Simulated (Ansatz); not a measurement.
`Cl[SiH2]S[SiH](Cl)Cl` + Cl• → `Cl[SiH]S[SiH](Cl)Cl`• + HCl  (hydrogen abstraction from the Si–H bond)

Program: Ansatz. Geometries: PBE0-D4/def2-TZVP. ΔE: electronic, gas phase. CBS: MP2 limit from def2 TZ/QZ plus the TZ coupled-cluster correction, frozen cores. This one scheme is used for every species, atoms too. No spin–orbit coupling; open shells (•) take unrestricted orbitals. Spin–orbit coupling would lower the free atoms: a little for Cl. Each species was taken in one conformer, which may not be the lowest.

```
        level  ΔE (kJ/mol)
HF/def2-QZVPP         -4.5
MP2/CBS(def2)        -60.3
```

(1) What does CCSD(T)/CBS give? (An estimate is asked.)

Largest T1 diagnostic among the species: 0.012.

Answers

(1) Ansatz gave: -49.6 kJ/mol. The listed levels differ from it by 45.1, -10.7 kJ/mol.

In def2-TZVPP, CCSD(T) changes the Hartree–Fock value by −40.4 kJ/mol (the triples alone add −6.2 kJ/mol) and MP2 by −51.1 kJ/mol. From PBE to PBE0 (25 % exact exchange), in def2-TZVPP and without D4, ΔE moves by +13.5 kJ/mol.

CCSD(T)/CBS has its own doubt, a few kJ/mol and more with outer-core shells, so smaller differences from it don't rank the levels.
